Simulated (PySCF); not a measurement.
# Computed NMR parameters against published values

Bonds (- single, = double, # triple, : aromatic): C1=C2, C2-C3, C3:C4, C4:C5, C5:C6, C6:C7, C7:C8, C8:C3. C1 carries H9, H10; C2 carries H11; C4 carries H12; C5 carries H13; C6 carries H14; C7 carries H15; C8 carries H16. H10 is cis to C3; H9 is trans to C3.

Published estimates (parent shift plus substituent increments) and measurements: δ 1H H12/H16 7.30; H13/H15 7.21; H14 7.14 ppm (measured; solution, CCl4, 309 K; Shapiro, Mohrmann, J. Phys. Chem. Ref. Data 1977, 6, 919).
δ 13C C3 138.0; C5/C7 128.7; C6 128.0; C4/C8 126.5 ppm (estimated from measurements, as parent shift plus tabulated substituent increment; solution, neat; Levy, Lichter, Nelson pp. 111-112; Breitmaier, Voelter pp. 256-258, as tabulated by Wired Chemist).
δ 13C C5/C7 128.4; C6 127.7; C4/C8 126.2; δ 1H H12/H16 7.42; H13/H15 7.32; H14 7.25 ppm (estimated from measurements, as parent shift plus tabulated substituent increment; solution, not stated per compound (mostly CDCl3 or CCl4); Pretsch, Buehlmann, Badertscher, Structure Determination of Organic Compounds, 4th ed. (2009)).
δ 1H H11 6.72; H10 5.72; H9 5.20 ppm (measured; solution, not stated per compound (mostly CDCl3 or CCl4); Pretsch, Buehlmann, Badertscher, Structure Determination of Organic Compounds, 4th ed. (2009)). Coupling constants: 3J(H11,H9) (cis) 11.1 Hz, 3J(H11,H10) (trans) 17.9 Hz, 2J(H9,H10) 1.0 Hz, 3J(H12,H13) 7.8 Hz, 4J(H12,H14) 1.1 Hz, 5J(H12,H15) 0.6 Hz, 4J(H12,H16) 1.9 Hz, 3J(H13,H14) 7.4 Hz, 4J(H13,H15) 1.5 Hz.

PySCF 2.14.0 with density-fitted response routines calculation with geometry: PBE0-D3(BJ)/def2-SVP, B3LYP/pcJ-1 coupling constants (without the spin–dipole term) and shielding tensors at PBE0/pcSseg-1 (GIAO); one averaged value for each set of equivalent atoms, single conformer, non-relativistic Hamiltonian, isolated molecule.

**Question.** How close does the calculation come?

**Answer.** 
Reference values: measured (solution, CCl4, 309 K; Shapiro, Mohrmann, J. Phys. Chem. Ref. Data 1977, 6, 919).
```csv
atoms,quantity,reference,computed,"computed, scaled"
H12/H16,δ 1H,7.30,7.54,7.36
H13/H15,δ 1H,7.21,7.43,7.26
H14,δ 1H,7.14,7.32,7.15
```

Reference values: estimated from measurements, as parent shift plus tabulated substituent increment (solution, neat; Levy, Lichter, Nelson pp. 111-112; Breitmaier, Voelter pp. 256-258, as tabulated by Wired Chemist).
| atoms | quantity | reference | computed | computed, scaled |
| --- | --- | --- | --- | --- |
| C3 | δ 13C | 138.0 | 141.0 | 136.3 |
| C5/C7 | δ 13C | 128.7 | 134.0 | 129.5 |
| C6 | δ 13C | 128.0 | 133.8 | 129.3 |
| C4/C8 | δ 13C | 126.5 | 131.7 | 127.2 |

Reference values: estimated from measurements, as parent shift plus tabulated substituent increment (solution, not stated per compound (mostly CDCl3 or CCl4); Pretsch, Buehlmann, Badertscher, Structure Determination of Organic Compounds, 4th ed. (2009)).
```tsv
atoms	quantity	reference	computed	computed, scaled
C5/C7	δ 13C	128.4	134.0	129.5
C6	δ 13C	127.7	133.8	129.3
C4/C8	δ 13C	126.2	131.7	127.2
H12/H16	δ 1H	7.42	7.54	7.36
H13/H15	δ 1H	7.32	7.43	7.26
H14	δ 1H	7.25	7.32	7.15
```

Reference values: measured (solution, not stated per compound (mostly CDCl3 or CCl4); Pretsch, Buehlmann, Badertscher, Structure Determination of Organic Compounds, 4th ed. (2009)).
```tsv
atoms	quantity	reference	computed	computed, scaled
H11	δ 1H	6.72	6.62	6.49
H10	δ 1H	5.72	6.21	6.10
H9	δ 1H	5.20	5.54	5.47
```

Computed shifts are σ(ref) − σ with the named reference compound (TMS for H and C) calculated as an isolated molecule at the same level. The measured values may be among those fitted. Expected solution values come from regression of measured δ (H and C: mostly CDCl3, vs TMS) on computed σ: 1H: δ = 29.85 − 0.948σ (rms 0.21 ppm, 133 shifts); 13C: δ = 178.46 − 0.972σ (rms 2.0 ppm, 209 shifts, 2.2 ppm with the 3 outliers that the fit left out). Occasional misses reach two or three times the rms, and more in compound classes unlike the fitted ones.

Coupling constants in Hz (some tables give magnitudes without signs):
| coupling | reference | computed | source |
| --- | --- | --- | --- |
| 3J(H11,H9) cis | 11.1 | 12.4 | measured; solution (compiled); Pretsch, Buehlmann, Badertscher, Structure Determination of Organic Compounds, 4th ed., Springer 2009 |
| 3J(H11,H10) trans | 17.9 | 19.0 | measured; solution (compiled); Pretsch, Buehlmann, Badertscher, Structure Determination of Organic Compounds, 4th ed., Springer 2009 |
| 2J(H9,H10) | 1.0 | 0.8 | measured; solution (compiled); Pretsch, Buehlmann, Badertscher, Structure Determination of Organic Compounds, 4th ed., Springer 2009 |
| 3J(H12,H13) | 7.8 | 8.7 | measured; solution (compiled); Pretsch, Buehlmann, Badertscher, Structure Determination of Organic Compounds, 4th ed., Springer 2009 |
| 4J(H12,H14) | 1.1 | 0.9 | measured; solution (compiled); Pretsch, Buehlmann, Badertscher, Structure Determination of Organic Compounds, 4th ed., Springer 2009 |
| 5J(H12,H15) | 0.6 | 0.6 | measured; solution (compiled); Pretsch, Buehlmann, Badertscher, Structure Determination of Organic Compounds, 4th ed., Springer 2009 |
| 4J(H12,H16) | 1.9 | 1.7 | measured; solution (compiled); Pretsch, Buehlmann, Badertscher, Structure Determination of Organic Compounds, 4th ed., Springer 2009 |
| 3J(H13,H14) | 7.4 | 8.2 | measured; solution (compiled); Pretsch, Buehlmann, Badertscher, Structure Determination of Organic Compounds, 4th ed., Springer 2009 |
| 4J(H13,H15) | 1.5 | 1.0 | measured; solution (compiled); Pretsch, Buehlmann, Badertscher, Structure Determination of Organic Compounds, 4th ed., Springer 2009 |

**Question.** How far are the unscaled 1H shifts from the references?

**Answer.** Mean signed difference +0.19 ppm, mean absolute 0.21 ppm over 9 comparisons; the largest is +0.49 ppm at H10 (hydrogen on a terminal =CH2 carbon).

**Question.** How far are the unscaled 13C shifts from the references?

**Answer.** Mean signed difference +5.21 ppm, mean absolute 5.21 ppm over 7 comparisons; the largest is +6.1 ppm at C6 (aromatic CH).

Unscaled 3J(H,H) at this level run about 9 % above measured values. The carbons averaged at δ 131.7 differ by 8 ppm in this conformer.
